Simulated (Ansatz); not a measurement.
The inner images of a band of AlBrFH3 (6 atoms, charge 0, multiplicity 1) are given out of order.

The calculation used RKS r2SCANh-D4/def2-SVP (Ansatz).

Image 0:

```xyz
6
Properties=species:S:1:pos:R:3
Al 0.005 0.031 0.016
F 0.007 0.338 1.682
H 1.403 0.146 -0.708
H -1.406 0.064 -0.690
Br 0.089 -2.614 0.948
H 0.067 -1.721 2.072
```

Image 8:

```xyz
6
Properties=species:S:1:pos:R:3
Al 0.013 -0.393 -0.106
F 0.019 -0.024 1.870
H 1.404 0.165 -0.584
H -1.409 0.092 -0.574
Br 0.091 -2.632 0.625
H 0.048 -0.965 2.087
```

Question: Put them in order from the first end to the last, with their energies above the first end.
A.
```xyz
6
Properties=species:S:1:pos:R:3
Al 0.010 -0.101 0.022
F 0.015 0.126 1.755
H 1.414 0.135 -0.647
H -1.414 0.054 -0.629
Br 0.084 -2.595 0.964
H 0.057 -1.376 1.853
```
B.
```xyz
6
Properties=species:S:1:pos:R:3
Al 0.011 -0.152 0.012
F 0.017 0.061 1.781
H 1.414 0.144 -0.634
H -1.414 0.063 -0.617
Br 0.084 -2.581 0.938
H 0.054 -1.293 1.839
```
C.
```xyz
6
Properties=species:S:1:pos:R:3
Al 0.006 0.011 0.023
F 0.009 0.290 1.699
H 1.406 0.144 -0.691
H -1.408 0.054 -0.674
Br 0.086 -2.623 0.957
H 0.067 -1.635 2.005
```
D.
```xyz
6
Properties=species:S:1:pos:R:3
Al 0.008 -0.021 0.024
F 0.011 0.240 1.715
H 1.412 0.140 -0.674
H -1.410 0.049 -0.660
Br 0.083 -2.618 0.968
H 0.061 -1.547 1.947
```
E.
```xyz
6
Properties=species:S:1:pos:R:3
Al 0.015 -0.333 -0.070
F 0.019 -0.042 1.860
H 1.408 0.172 -0.599
H -1.410 0.090 -0.584
Br 0.085 -2.598 0.751
H 0.048 -1.045 1.961
```
F.
```xyz
6
Properties=species:S:1:pos:R:3
Al 0.008 -0.055 0.028
F 0.013 0.185 1.735
H 1.412 0.134 -0.660
H -1.413 0.052 -0.642
Br 0.085 -2.610 0.968
H 0.060 -1.463 1.890
```
G.
```xyz
6
Properties=species:S:1:pos:R:3
Al 0.013 -0.240 -0.024
F 0.019 -0.024 1.825
H 1.413 0.161 -0.617
H -1.414 0.079 -0.601
Br 0.084 -2.581 0.864
H 0.051 -1.152 1.871
```

Answer: C (+0.002 eV), D (+0.010 eV), F (+0.023 eV), A (+0.042 eV), B (+0.055 eV), G (-0.019 eV), E (-0.134 eV).

Time of the run: 2.3 min on 2 threads of Arm Neoverse V2 (shared host), peak memory 0.18 GiB.
